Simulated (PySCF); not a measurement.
## Structure elucidation problem

Molecular formula: C6H15PSi. Simulated spectra:

1H NMR (300 MHz, computed): δ 3.80 (d, 3H), 3.40 (m, 1H), 2.03 (m, 2H), 2.01 (m, 2H), 1.49 (m, 2H), 1.44 (m, 2H), 1.24 (t, 3H).

13C{1H} NMR (computed): δ 37.1 (CH2), 24.1 (CH2, 2C), 23.8 (CH2), 21.0 (CH), 19.4 (CH3).

[PySCF: geometry: GFN2-xTB; PBE0/pcSseg-1 with gauge-including orbitals; isolated molecule; one averaged value for each set of equivalent atoms; one conformer; non-relativistic Hamiltonian]

Chemical shifts δ = σref − σ; 1H and 13C against TMS, all at this level.

Deduce the structure.

Results:


5 carbon signals for 6 carbons: some carbons are equivalent by symmetry or fast rotation. Carbon types of the structure: 1 × CH, 4 × CH2, 1 × CH3, leaving 3 H on heteroatoms. δC 37.1, 24.1: sp3 CH2 bonded to P. δC 23.8: sp3 CH2; a saturated carbon with 2 carbon neighbours and no heteroatom attached. δC 21.0: sp3 CH bonded to Si. δC 19.4: methyl carbon; aliphatic region, no heteroatom directly attached. δH 3.40: hydrogen on an sp3 CH bonded to Si. δH 2.03, 2.01, 1.49: hydrogen on an sp3 CH2 bonded to P. δH 1.24: hydrogen on a methyl carbon; far from electronegative atoms and π systems.

The compound is SMILES P1(CCC)CC([SiH3])C1.

The data come from this structure; uniqueness wasn't tested.

Splittings by 31P in the carbon and heteronuclear signals aren't shown, as no couplings were computed. Shifts are as computed. Against solution values, carbons near 30 ppm lie about +3 ppm off and those near 130 ppm about +5 ppm. Of 1211 compounds with measured shifts, 218 miss one by over three times the rms of a fit or turn the order of signals round; such compounds aren't used in these exercises. No couplings were computed; multiplicities are counted from neighbouring protons, with m where these are inequivalent, close in shift, in a saturated or five-membered ring or joined by F or P, and br s for small geminal =CH2 splittings.
